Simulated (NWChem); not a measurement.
System: C$_{2}$H$_{5}$ClF$_{2}$Si; SMILES C[Si@@H](Cl)C(F)F

Here is an NWChem input.

```
start job
memory heap 200 mb stack 900 mb global 1100 mb
geometry units angstroms noautoz
  C     -1.993436     1.094371     0.102642
  Si    -0.382197     0.459830    -0.580252
  Cl     1.206727     1.435549     0.310847
  C     -0.220392    -1.411336    -0.177051
  F      0.992869    -1.886738    -0.549939
  F     -0.361189    -1.601013     1.163025
  H     -2.080941     2.181611    -0.040815
  H     -2.054557     0.877878     1.179925
  H     -2.846938     0.610625    -0.398942
  H     -0.265407     0.622879    -2.055925
  H     -0.991962    -2.027194    -0.681847
end
basis spherical
  * library def2-svp
end
dft
  xc b3lyp
  iterations 150
  mulliken
end
task dft energy
```

Excerpt of the output:

```
             Northwest Computational Chemistry Package (NWChem) 7.3.0
             --------------------------------------------------------

 C1  symmetry detected

                             Geometry "geometry" -> ""
                             -------------------------

 Output coordinates in angstroms (scale by  1.889725989 to convert to a.u.)

  No.       Tag          Charge          X              Y              Z
 ---- ---------------- ---------- -------------- -------------- --------------
    1 C                    6.0000    -2.01256062     1.04355855     0.08560575
    2 Si                  14.0000    -0.37651764     0.45958926    -0.58328950
    3 Cl                  17.0000     1.17455964     1.46598970     0.33979331
    4 C                    6.0000    -0.17064404    -1.41133763    -0.19954126
    5 F                    9.0000     1.05941538    -1.85033386    -0.56188211
    6 F                    9.0000    -0.32359566    -1.62049525     1.13629696
    7 H                    1.0000    -2.12684115     2.12975471    -0.04647646
    8 H                    1.0000    -2.08178792     0.81279598     1.15943063
    9 H                    1.0000    -2.84650249     0.54358657    -0.43269083
   10 H                    1.0000    -0.24511902     0.64310656    -2.05532601
   11 H                    1.0000    -0.91916585    -2.04118192    -0.72149108

 Effective nuclear repulsion energy (a.u.)     383.6681863393

                                 NWChem DFT Module
                                 -----------------

 Summary of "ao basis" -> "ao basis" (spherical)
 ------------------------------------------------------------------------------
       Tag                 Description            Shells   Functions and Types
 ---------------- ------------------------------  ------  ---------------------
 C                          def2-svp                 6       14   3s2p1d
 Si                         def2-svp                 8       18   4s3p1d
 Cl                         def2-svp                 8       18   4s3p1d
 F                          def2-svp                 6       14   3s2p1d
 H                          def2-svp                 3        5   2s1p

            General Information
            -------------------
          SCF calculation type: DFT
          Wavefunction type:  closed shell.
          No. of atoms     :    11
          No. of electrons :    66
           Alpha electrons :    33
            Beta electrons :    33
          Charge           :     0
          Spin multiplicity:     1
          Use of symmetry is: off; symmetry adaption is: off
          Maximum number of iterations: 150
          AO basis - number of functions:   117
                     number of shells:    55
          Convergence on energy requested:  1.00D-06
          Convergence on density requested:  1.00D-05
          Convergence on gradient requested:  5.00D-04

              XC Information
              --------------
                         B3LYP Method XC Potential
                     Hartree-Fock (Exact) Exchange  0.200
                        Slater Exchange Functional  0.800 local
                    Becke 1988 Exchange Functional  0.720 non-local
              Lee-Yang-Parr Correlation Functional  0.810
                  VWN I RPA Correlation Functional  0.190 local

             Grid Information
             ----------------
          Grid used for XC integration:  medium
          Radial quadrature: Mura-Knowles
          Angular quadrature: Lebedev.
          Tag              B.-S. Rad. Rad. Pts. Rad. Cut. Ang. Pts.
          ---              ---------- --------- --------- ---------
          C                   0.70       49          11.0       434
          Si                  1.10       88           8.0       590
          Cl                  1.00       88          11.0       590
          F                   0.50       49          12.0       434
          H                   0.35       45          11.0       434
          Grid pruning is: on
          Number of quadrature shells:   597
          Spatial weights used:  Erf1

      Superposition of Atomic Density Guess
      -------------------------------------

 Sum of atomic energies:       -1024.39310237

      Non-variational initial energy
      ------------------------------

 Total energy =   -1026.558937
 1-e energy   =   -2181.612633
 2-e energy   =     771.385509
 HOMO         =      -0.297737
 LUMO         =       0.081423

     ---------------------------------------------
      Total Density - Mulliken Population Analysis
     ---------------------------------------------

    Atom       Charge   Shell Charges
 -----------   ------   -------------------------------------------------------
    1 C    6     6.59   1.99  0.96  0.27  2.12  1.23  0.01
    2 Si  14    13.14   2.00  1.99  1.01  0.16  5.93  1.04  0.80  0.21
    3 Cl  17    17.43   2.00  1.99  1.22  0.72  5.94  2.17  3.37  0.01
    4 C    6     5.34   1.99  0.90  0.28  1.48  0.61  0.09
    5 F    9     9.42   1.99  1.14  0.77  3.46  2.06  0.00
    6 F    9     9.43   1.99  1.14  0.78  3.46  2.06  0.00
    7 H    1     0.86   0.65  0.18  0.03
    8 H    1     0.86   0.65  0.19  0.03
    9 H    1     0.86   0.65  0.18  0.03
   10 H    1     1.09   0.70  0.37  0.01
   11 H    1     0.97   0.72  0.24  0.02

   convergence    iter        energy       DeltaE   RMS-Dens  Diis-err
 ---------------- ----- ----------------- --------- --------- ---------
 d= 0,ls=0.0,diis     1  -1028.1106133814 -1.41D+03  1.31D-02  1.09D+00
 d= 0,ls=0.0,diis     2  -1028.0468244893  6.38D-02  7.05D-03  1.90D+00
 d= 0,ls=0.0,diis     3  -1028.2293866224 -1.83D-01  1.04D-03  3.39D-02
 d= 0,ls=0.0,diis     4  -1028.2316411345 -2.25D-03  4.65D-04  4.90D-03
 d= 0,ls=0.0,diis     5  -1028.2321058697 -4.65D-04  1.01D-04  1.32D-04
  Resetting Diis
 d= 0,ls=0.0,diis     6  -1028.2321225983 -1.67D-05  1.92D-05  5.40D-06
 d= 0,ls=0.0,diis     7  -1028.2321231927 -5.94D-07  9.59D-06  6.59D-07

         Total DFT energy =    -1028.232123192699
      One electron energy =    -2184.864437747043
           Coulomb energy =      855.870885353008
    Exchange-Corr. energy =      -82.906757137962
 Nuclear repulsion energy =      383.668186339298

 Numeric. integr. density =       66.000009362644

                       DFT Final Molecular Orbital Analysis
                       ------------------------------------

 Vector   31  Occ=2.000000D+00  E=-3.367335D-01
              MO Center=  7.9D-01,  7.3D-01,  2.0D-01, r^2= 3.3D+00
   Bfn.  Coefficient  Atom+Function         Bfn.  Coefficient  Atom+Function
  ----- ------------  ---------------      ----- ------------  ---------------
    44      0.410222   3 Cl py               41      0.309371   3 Cl py
    43     -0.239498   3 Cl px               45     -0.228169   3 Cl pz
    40     -0.190285   3 Cl px               69     -0.186625   5 F  py
    38      0.179828   3 Cl py               42     -0.179420   3 Cl pz
    83     -0.165855   6 F  py               26      0.143572   2 Si py

 Vector   32  Occ=2.000000D+00  E=-3.143464D-01
              MO Center=  4.9D-01,  1.2D+00, -1.1D-02, r^2= 3.0D+00
   Bfn.  Coefficient  Atom+Function         Bfn.  Coefficient  Atom+Function
  ----- ------------  ---------------      ----- ------------  ---------------
    45      0.446151   3 Cl pz               42      0.333739   3 Cl pz
    43     -0.323223   3 Cl px               40     -0.238573   3 Cl px
     4     -0.192716   1 C  px               39      0.193365   3 Cl pz
   108      0.190870  10 H  s                 3     -0.174595   1 C  s
   109      0.166540  10 H  s                37     -0.138537   3 Cl px

 Vector   33  Occ=2.000000D+00  E=-2.953674D-01
              MO Center=  7.7D-02, -4.5D-01, -1.1D-01, r^2= 3.8D+00
   Bfn.  Coefficient  Atom+Function         Bfn.  Coefficient  Atom+Function
  ----- ------------  ---------------      ----- ------------  ---------------
    55      0.349469   4 C  py               44      0.296746   3 Cl py
    69      0.264563   5 F  py               83      0.258989   6 F  py
    53      0.237535   4 C  s                41      0.217971   3 Cl py
    23     -0.215144   2 Si py              113     -0.208250  11 H  s
    72     -0.197117   5 F  py               86     -0.190892   6 F  py

 Vector   34  Occ=0.000000D+00  E= 1.556691D-02
              MO Center= -2.7D-01,  3.2D-01, -5.7D-01, r^2= 3.8D+00
   Bfn.  Coefficient  Atom+Function         Bfn.  Coefficient  Atom+Function
  ----- ------------  ---------------      ----- ------------  ---------------
    25      0.950601   2 Si px                3      0.543220   1 C  s
    36     -0.534822   3 Cl s                26      0.521555   2 Si py
    17      0.401476   2 Si s                43      0.392355   3 Cl px
    27      0.369606   2 Si pz               53      0.304173   4 C  s
    44      0.293821   3 Cl py               45      0.284500   3 Cl pz

 Vector   35  Occ=0.000000D+00  E= 3.568772D-02
              MO Center= -1.2D+00,  5.8D-01, -2.5D-01, r^2= 5.7D+00
   Bfn.  Coefficient  Atom+Function         Bfn.  Coefficient  Atom+Function
  ----- ------------  ---------------      ----- ------------  ---------------
     3      2.070328   1 C  s               104     -0.759835   9 H  s
    94     -0.709792   7 H  s                26     -0.644260   2 Si py
    99     -0.579200   8 H  s                25      0.525574   2 Si px
    18     -0.454131   2 Si s                27     -0.356799   2 Si pz
    59     -0.286462   4 C  pz              114     -0.286906  11 H  s

[...]
```

Level: B3LYP/def2-SVP. Geometry: optimised at PBE0/def2-SVP.
